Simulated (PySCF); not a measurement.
## Sn⁻ (tin, charge -1) across methods

[Kr] 4d10 5s2 5p3, high-spin 4S determinant. All numbers are calculated (PySCF 2.14, a scalar-relativistic core potential, in aug-cc-pVTZ-PP with one added diffuse shell each of d, f type with ECP28MDF (6s5p5d3f, 67 functions)).

```csv
method,E (hartree),mean ε 5s α (eV),mean ε 5s β (eV),mean ε 5p α (eV),Σ⟨r²⟩ (bohr²),⟨S²⟩
CAM-B3LYP,-214.2826,-8.176,-6.001,-0.558,86.19,3.752
PBE0,-214.3106,-6.658,-4.582,0.289,86.60,3.751
LDA,-213.9669,-5.521,-4.338,0.910,89.26,3.751
UHF,-213.37548,-10.257,-5.741,-1.585,86.15,3.755
r2SCAN,-214.3861,-5.741,-3.860,0.800,86.35,3.753
MN15,-213.8449,-7.470,-5.677,-0.108,88.78,3.752
BHandHLYP,-214.2319,-7.868,-5.417,-0.193,86.48,3.751
PBE,-214.3011,-5.304,-3.943,0.987,89.19,3.751
```

Estimate the same row for wB97X.

E (hartree) = -214.3271; mean ε 5s α (eV) = -9.253; mean ε 5s β (eV) = -7.078; mean ε 5p α (eV) = -1.296; Σ⟨r²⟩ (bohr²) = 85.13; ⟨S²⟩ = 3.752.

Energies and moments cover only the electrons outside the core potential.

The highest occupied level is positive at PBE0, LDA, r2SCAN, PBE: only the finite basis holds that electron, which in a density functional comes from self-interaction.
